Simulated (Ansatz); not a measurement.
WSCl4, SMILES [Cl][W](=[S])([Cl])([Cl])[Cl], multiplicity 1.

The structure is a stationary point at B3LYP-D3(BJ)/def2-SVP. The multiplicity is an assumed one; no other spin state was optimised. The isomer is the one that the SMILES or the coordinates give; other isomers of the formula were not compared. The def2 effective core potentials stand for the cores of W; spin–orbit coupling is left out.

Two levels are set side by side: PBE/def2-TZVPD (Ansatz, a first-principles code) and PBE0/def2-TZVPD (Ansatz). Energy differences of separate SCF runs at the same geometry; the states with an electron removed or added have multiplicity 2 and 2. Differences are taken from unrounded values.

```json
[
 {"quantity": "vertical ionisation energy (eV)", "PBE0": "10.36"},
 {"quantity": "vertical electron affinity (eV)", "PBE0": "2.88"},
 {"quantity": "vertical singlet–triplet gap (eV)", "PBE0": "2.07"}
]
```

**Question.** What does PBE give, and how far is it from PBE0? (Estimate from the structure and the level; the computed values follow.)

**Answer.** 
```
quantity                            PBE  PBE minus PBE0
---------------------------------  ----  --------------
vertical ionisation energy (eV)    9.90           -0.46
vertical electron affinity (eV)    2.46           -0.42
vertical singlet–triplet gap (eV)  2.31            0.24
```
